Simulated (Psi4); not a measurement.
A dimer, H4OSi ··· H4OSi (SMILES O[SiH3] and O[SiH3]); the first 6 atoms form monomer A.

```
12

Si    -0.3953     0.0350    -0.0486
O      1.2014     0.4329     0.1036
H     -1.1127     1.3112    -0.2348
H     -0.6295    -0.8502    -1.2166
H     -0.9042    -0.6577     1.1613
H      1.8403    -0.2711     0.2352
Si     2.0100    -3.0089     2.1332
O      2.5604    -4.5669     2.1521
H      0.6007    -3.0740     2.5664
H      2.7829    -2.1444     3.0595
H      2.0932    -2.4157     0.7753
H      3.4700    -4.7365     1.8968
```

Problem. What interaction energy does SAPT0/jun-cc-pVDZ, frozen core run with Psi4 give, and which attractive term is the largest?

Solution. Total -0.47 kcal/mol: electrostatics -0.61, exchange 1.61, induction -0.45, dispersion -1.03. The most attractive term is dispersion.
